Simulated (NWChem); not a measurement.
System: C4H10B, doublet; SMILES CC[B]CC

Here is an NWChem input.

```
start job
memory heap 200 mb stack 900 mb global 1100 mb
geometry units angstroms noautoz
  C      0.012022     2.578220    -0.011184
  C     -0.351745     1.097485     0.015908
  B      0.785064     0.038198    -0.007970
  C      0.695245    -1.516979     0.002196
  C     -0.692499    -2.161591    -0.008129
  H      0.644977     2.847160     0.848240
  H      0.581213     2.830263    -0.918992
  H     -0.879435     3.224768     0.014485
  H     -0.963609     0.856363     0.911560
  H     -1.026871     0.839128    -0.827626
  H      1.278770    -1.852034     0.882951
  H      1.306803    -1.881282    -0.846260
  H     -1.262416    -1.877666    -0.906913
  H     -1.288882    -1.850888     0.864193
  H     -0.636662    -3.261763     0.009023
end
basis spherical
  C library def2-tzvp
  B library def2-tzvp
  H library def2-tzvp
end
dft
  odft
  mult 2
  xc b3lyp
  iterations 150
  semidirect filesize 400000000
  mulliken
end
task dft energy
```

Excerpt of the output:

```
             Northwest Computational Chemistry Package (NWChem) 7.3.0
             --------------------------------------------------------

 C1  symmetry detected

                             Geometry "geometry" -> ""
                             -------------------------

 Output coordinates in angstroms (scale by  1.889725989 to convert to a.u.)

  No.       Tag          Charge          X              Y              Z
 ---- ---------------- ---------- -------------- -------------- --------------
    1 C                    6.0000    -0.00924327     2.57706008    -0.01087030
    2 C                    6.0000    -0.35574389     1.09218319     0.01585956
    3 B                    5.0000     0.79337321     0.04622928    -0.00659323
    4 C                    6.0000     0.72169059    -1.50988933     0.00354474
    5 C                    6.0000    -0.65842557    -2.17064714    -0.00842003
    6 H                    1.0000     0.61949422     2.85339804     0.84930228
    7 H                    1.0000     0.55806320     2.83569197    -0.91800443
    8 H                    1.0000    -0.90821245     3.21316539     0.01369059
    9 H                    1.0000    -0.96583317     0.84397328     0.91078569
   10 H                    1.0000    -1.02679211     0.82593614    -0.82847442
   11 H                    1.0000     1.30802187    -1.83808111     0.88501989
   12 H                    1.0000     1.33847976    -1.86706501    -0.84415455
   13 H                    1.0000    -1.23053157    -1.89342380    -0.90790511
   14 H                    1.0000    -1.25944428    -1.86688988     0.86316631
   15 H                    1.0000    -0.58977865    -3.27009224     0.00885606

 Effective nuclear repulsion energy (a.u.)     155.2059225630

                                 NWChem DFT Module
                                 -----------------

 Summary of "ao basis" -> "ao basis" (spherical)
 ------------------------------------------------------------------------------
       Tag                 Description            Shells   Functions and Types
 ---------------- ------------------------------  ------  ---------------------
 C                         def2-tzvp                11       31   5s3p2d1f
 B                         def2-tzvp                11       31   5s3p2d1f
 H                         def2-tzvp                 4        6   3s1p

            General Information
            -------------------
          SCF calculation type: DFT
          Wavefunction type:  spin polarized.
          No. of atoms     :    15
          No. of electrons :    39
           Alpha electrons :    20
            Beta electrons :    19
          Charge           :     0
          Spin multiplicity:     2
          Use of symmetry is: off; symmetry adaption is: off
          Maximum number of iterations: 150
          AO basis - number of functions:   215
                     number of shells:    95
          Convergence on energy requested:  1.00D-06
          Convergence on density requested:  1.00D-05
          Convergence on gradient requested:  5.00D-04

              XC Information
              --------------
                         B3LYP Method XC Potential
                     Hartree-Fock (Exact) Exchange  0.200
                        Slater Exchange Functional  0.800 local
                    Becke 1988 Exchange Functional  0.720 non-local
              Lee-Yang-Parr Correlation Functional  0.810
                  VWN I RPA Correlation Functional  0.190 local

             Grid Information
             ----------------
          Grid used for XC integration:  medium
          Radial quadrature: Mura-Knowles
          Angular quadrature: Lebedev.
          Tag              B.-S. Rad. Rad. Pts. Rad. Cut. Ang. Pts.
          ---              ---------- --------- --------- ---------
          C                   0.70       49          14.0       434
          B                   0.85       49          11.0       434
          H                   0.35       45          15.0       434
          Grid pruning is: on
          Number of quadrature shells:   695
          Spatial weights used:  Erf1

      Superposition of Atomic Density Guess
      -------------------------------------

 Sum of atomic energies:        -180.21811766

      Non-variational initial energy
      ------------------------------

 Total energy =    -183.480799
 1-e energy   =    -546.011762
 2-e energy   =     207.325041
 HOMO         =      -0.088850
 LUMO         =       0.005179

------------------------------------------------------------
EAF file 0: "./job.aoints.0" size=993525760 bytes
------------------------------------------------------------
               write      read    awrite     aread      wait
               -----      ----    ------     -----      ----
     calls:     1895         0         0         0         0
   data(b): 9.94e+08  0.00e+00  0.00e+00  0.00e+00
   time(s): 0.00e+00  0.00e+00  0.00e+00  0.00e+00  0.00e+00
rate(mb/s): 0.00e+00  0.00e+00
------------------------------------------------------------

     ---------------------------------------------
      Total Density - Mulliken Population Analysis
     ---------------------------------------------

    Atom       Charge   Shell Charges
 -----------   ------   -------------------------------------------------------
    1 C    6     6.45   0.86  1.12  0.56  0.66  0.10  1.25  1.41  0.44  0.01  0.05  0.00
    2 C    6     6.43   0.86  1.12  0.56  0.67  0.05  1.26  1.45  0.39  0.01  0.06  0.00
    3 B    5     4.85   0.92  1.06  0.59  0.64  0.27  0.66  0.51  0.13  0.03  0.03  0.01
    4 C    6     6.45   0.86  1.12  0.56  0.67  0.06  1.26  1.45  0.40  0.01  0.06  0.00
    5 C    6     6.50   0.86  1.12  0.55  0.66  0.13  1.25  1.41  0.45  0.01  0.05  0.00
    6 H    1     0.85   0.24  0.44  0.14  0.02
    7 H    1     0.85   0.24  0.44  0.14  0.02
    8 H    1     0.84   0.24  0.45  0.13  0.02
    9 H    1     0.83   0.23  0.43  0.14  0.02
   10 H    1     0.83   0.23  0.43  0.14  0.02
   11 H    1     0.82   0.23  0.43  0.13  0.02
   12 H    1     0.82   0.23  0.43  0.13  0.02
   13 H    1     0.83   0.24  0.44  0.13  0.02
   14 H    1     0.83   0.24  0.44  0.13  0.02
   15 H    1     0.84   0.24  0.45  0.13  0.02

     --------------------------------------------
      Spin Density - Mulliken Population Analysis
     --------------------------------------------

    Atom       Charge   Shell Charges
 -----------   ------   -------------------------------------------------------
    1 C    6    -0.03   0.00 -0.00  0.01  0.00 -0.04  0.00  0.00  0.00  0.00  0.00  0.00
    2 C    6     0.01   0.00 -0.00  0.01  0.00 -0.06  0.03  0.02 -0.01  0.00  0.01  0.00
    3 B    5     0.84   0.00 -0.00  0.02  0.14  0.20  0.20  0.18  0.10  0.00 -0.01  0.00
    4 C    6     0.02   0.00 -0.00  0.01  0.01 -0.03  0.02  0.01 -0.01  0.00  0.01  0.00
    5 C    6     0.04   0.00 -0.00  0.01  0.00 -0.01  0.02  0.01  0.01  0.00  0.00  0.00
    6 H    1     0.02   0.00  0.00  0.01  0.00
    7 H    1     0.01   0.00  0.00  0.01  0.00
    8 H    1     0.01   0.00  0.00  0.01  0.00
    9 H    1     0.03   0.00  0.00  0.02  0.00
   10 H    1     0.03   0.00  0.00  0.02  0.00
   11 H    1     0.00   0.00  0.00  0.00  0.00
   12 H    1     0.00   0.00  0.00 -0.00  0.00
   13 H    1     0.00   0.00  0.00  0.00  0.00
   14 H    1     0.00   0.00  0.00  0.00  0.00
   15 H    1     0.02   0.00  0.00  0.01  0.00

   convergence    iter        energy       DeltaE   RMS-Dens  Diis-err
 ---------------- ----- ----------------- --------- --------- ---------
 d= 0,ls=0.0,diis     1   -183.2359709931 -3.38D+02  3.93D-03  1.54D-01
                                                     1.32D-03  1.45D-01
 d= 0,ls=0.0,diis     2   -183.2957272803 -5.98D-02  4.67D-04  6.12D-03
                                                     3.69D-04  7.20D-03
 d= 0,ls=0.0,diis     3   -183.2963393605 -6.12D-04  3.14D-04  6.95D-03
                                                     1.71D-04  6.26D-03
 d= 0,ls=0.0,diis     4   -183.2996633181 -3.32D-03  1.40D-04  6.87D-05
                                                     2.83D-05  7.54D-05
 d= 0,ls=0.0,diis     5   -183.2997138770 -5.06D-05  2.72D-05  9.56D-06
                                                     1.54D-05  1.08D-05
  Resetting Diis
 d= 0,ls=0.0,diis     6   -183.2997213197 -7.44D-06  1.77D-05  1.77D-06
                                                     3.54D-06  1.43D-06
 d= 0,ls=0.0,diis     7   -183.2997224327 -1.11D-06  2.63D-06  1.09D-07
                                                     1.85D-06  1.35D-07
 d= 0,ls=0.0,diis     8   -183.2997224643 -3.16D-08  1.31D-06  1.31D-07
                                                     7.04D-07  1.20D-07

         Total DFT energy =     -183.299722464297
      One electron energy =     -551.555520489858
           Coulomb energy =      242.554167481322
    Exchange-Corr. energy =      -29.504292018793
 Nuclear repulsion energy =      155.205922563032

 Numeric. integr. density =       39.000020356766

                    DFT Final Alpha Molecular Orbital Analysis
                    ------------------------------------------

 Vector   18  Occ=1.000000D+00  E=-3.473951D-01
              MO Center= -4.3D-02,  1.1D+00,  2.4D-03, r^2= 4.7D+00
   Bfn.  Coefficient  Atom+Function         Bfn.  Coefficient  Atom+Function
  ----- ------------  ---------------      ----- ------------  ---------------
     8      0.217504   1 C  pz               39     -0.189087   2 C  pz
   157      0.156422   6 H  s               163     -0.155522   7 H  s
    11      0.150065   1 C  pz              181      0.145970  10 H  s
   175     -0.145001   9 H  s                42     -0.130484   2 C  pz
   101      0.120769   4 C  pz              156      0.106549   6 H  s

[...]
```

Level: B3LYP/def2-TZVP, spin-unrestricted. Coordinates come from a PBE0/def2-SVP, spin-unrestricted optimisation. Not confirmed as a minimum by frequencies. No stability test was run on the SCF state.
